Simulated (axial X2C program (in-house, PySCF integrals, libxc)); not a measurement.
# PdOH: the levels of the configuration d9 s0 p(π)0

Computed with an in-house all-electron X2C program for linear molecules (integrals from PySCF): two-component X2C with atomic mean-field Coulomb and Gaunt terms, basis Pd dyall-v3z, O dyall-av3z, H dyall-v3z (cores contracted in-house). Orbitals come from Hartree–Fock averaged over the configuration Pd d9 s0 p(π)0; CI then distributes these electrons over the d, s, p(π) shells of Pd.

Pd–O–H held linear, bonds 2.020 and 0.950 Å (the second held) (near the minimum of the configuration average).

Lowest levels of this model:

```csv
Ω,energy (cm⁻¹),g∥,μ (D),configuration
1/2,0,1.63,-5.00,100% d9
3/2,1680,3.88,-5.01,100% d9
1/2,4150,0.37,-4.99,100% d9
5/2,4333,6.00,-5.13,100% d9
3/2,7355,2.12,-5.11,100% d9
```

g∥ is the magnitude of 2⟨Lz + ge Sz⟩ for the +Ω component. μ is positive if the H end is positive.

Question: From Ω and g∥ of the lowest level, whose 2⟨Lz + ge Sz⟩ is positive, find ⟨Sz⟩ and ⟨Lz⟩ (ge = 2.0023).

Answer: Ω = ⟨Lz⟩ + ⟨Sz⟩ = 1/2 and ⟨Lz⟩ + ge⟨Sz⟩ = 0.815, so ⟨Sz⟩ = 0.31 and ⟨Lz⟩ = 0.19.

Occupations of the active spinors in the lowest level by ω, shell by shell in order of energy: -5/2: 1.00; -3/2: 1.00 1.00 0.00; -1/2: 0.99 0.01 0.00 0.00; 1/2: 1.00 1.00 0.00 0.00; 3/2: 1.00 1.00 0.00; 5/2: 1.00. The leading determinant has weight 0.99 among 1593.

This point took 6.2 s on 1 thread of Arm Neoverse N1, with other jobs on the host.

There is no dynamic correlation: spin–orbit spacings and, for f shells, spacings inside one term are the most reliable numbers, splittings between terms come out too wide, and energies between configurations are not reliable, so the lowest level need not be the ground state of the molecule. For d shells the ligand-field splittings (σ, π, δ) and their order can be off by a thousand cm⁻¹ or more. At most 4 roots were kept for each Ω > 0 (twice that for Ω = 0) within 3.2 eV of the lowest, so higher up levels can be missing between those listed; levels with Ω > 0 are doubly degenerate and listed once, Ω = 0 levels singly. States that fill the shells left empty in the average are placed too high. The molecule was held linear; bending was not examined.
